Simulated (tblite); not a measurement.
Parent: `[F:1][Si:2]1([PH2:3])[CH2:4][CH2:5][CH2:6][CH2:7]1` with F1–Si2–P3–H -61° and -154°, F1–Si2–C4–C5 96°, Si2–C4–C5–C6 38°, C4–C5–C6–C7 -51°, C5–C6–C7–Si2 37°, C4H10FPSi.

The geometries are computed with GFN2-xTB (gas phase). One conformer each, not checked by frequencies here.

```csv
coordinate of the parent,value
F1–Si2,1.630 Å
Si2–P3,2.244 Å
Si2–C4,1.903 Å
C4–C5,1.530 Å
C5–C6,1.528 Å
C6–C7,1.532 Å
Si2–C7,1.912 Å
F1–Si2–P3,105.6°
F1–Si2–C4,110.1°
F1–Si2–C7,107.8°
P3–Si2–C4,115.1°
P3–Si2–C7,123.5°
C4–Si2–C7,94.2°
Si2–C4–C5,103.9°
C4–C5–C6,108.4°
C5–C6–C7,108.4°
Si2–C7–C6,103.8°
```

Q: How does the shared frame change in `[F:1][C@@H:2]1[CH2:3][CH2:4][CH2:5][Si@:6]1([F:7])[PH2:8]` with C5–Si6–P8–H 33° and -60°, F1–C2–C3–C4 -82°, C2–C3–C4–C5 -51°, C3–C4–C5–Si6 39°, C4–C5–Si6–F7 -125°, C4H9F2PSi? Atoms pair as F1 = F7, Si2 = Si6, P3 = P8, C4 = C2, C5 = C3, C6 = C4, C7 = C5 (parent first).

A: 
```
   parent   relative  value in the relative  change
   F1–Si2     F7–Si6                1.629 Å  -0.001
   Si2–P3     Si6–P8                2.232 Å  -0.012
   Si2–C4     Si6–C2                1.926 Å  +0.023
    C4–C5      C2–C3                1.524 Å  -0.006
    C5–C6      C3–C4                1.529 Å  +0.001
    C6–C7      C4–C5                1.533 Å  +0.001
   Si2–C7     Si6–C5                1.912 Å   0.000
F1–Si2–P3  F7–Si6–P8                 107.9°    +2.3
F1–Si2–C4  F7–Si6–C2                 107.2°    -2.9
F1–Si2–C7  F7–Si6–C5                 108.2°    +0.4
P3–Si2–C4  P8–Si6–C2                 113.1°    -2.0
P3–Si2–C7  P8–Si6–C5                 125.6°    +2.1
C4–Si2–C7  C2–Si6–C5                  93.2°    -1.0
Si2–C4–C5  Si6–C2–C3                 104.9°    +1.0
 C4–C5–C6   C2–C3–C4                 108.4°     0.0
 C5–C6–C7   C3–C4–C5                 108.5°    +0.1
Si2–C7–C6  Si6–C5–C4                 104.2°    +0.4
```

Of the parent's bonds, Si2–C4 changes most (+0.023 Å). Bonds of the relative outside the shared frame: F1–C2 1.394 Å. Point group C1 → C1.
